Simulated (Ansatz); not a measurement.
This geometry of B3ClH4 (8 atoms, charge 0, multiplicity 1) is a first-order saddle point.

Theory: Ansatz 0.2.0, RKS PBE/def2-SVP.

```xyz
8
Properties=species:S:1:pos:R:3
B -0.305 1.289 -0.651
B -0.446 -0.320 -0.321
B 0.650 -0.970 0.879
Cl -1.604 -1.424 -1.077
H -0.876 2.144 0.010
H 0.496 1.716 -1.471
H 1.480 -0.285 1.451
H 0.607 -2.151 1.179
```

(1) Which two structures does it join? (They come from a converged band through this point; their orientation in space is the band's.)

(2) How far does it lie above each of them?

## Answers

(1) No bond is made or broken. The dihedral Cl4–B2–B3–H8 goes from -88 to 89°. The two ends are copies of one structure, up to a mirror image or an exchange of like atoms.

Image 0:

```xyz
8
Properties=species:S:1:pos:R:3
B -0.399 1.395 -0.592
B -0.187 -0.210 -0.209
B 0.690 -1.064 0.917
Cl -1.145 -1.299 -1.277
H -1.294 2.057 -0.096
H 0.302 1.951 -1.420
H 1.815 -1.468 0.676
H 0.218 -1.363 2.001
```

Image 8:

```xyz
8
Properties=species:S:1:pos:R:3
B -0.399 1.393 -0.591
B -0.187 -0.213 -0.208
B 0.692 -1.066 0.919
Cl -1.151 -1.288 -1.285
H -1.296 2.053 -0.097
H 0.302 1.947 -1.421
H 0.221 -1.362 2.004
H 1.818 -1.466 0.679
```

(2) 9.1 kcal/mol above the first and 9.1 kcal/mol above the second. This is the barrier of this one path; another mechanism may lie lower.

Run time: 3.6 min on 1 thread of Arm Neoverse N1 (shared host), peak memory 0.15 GiB.
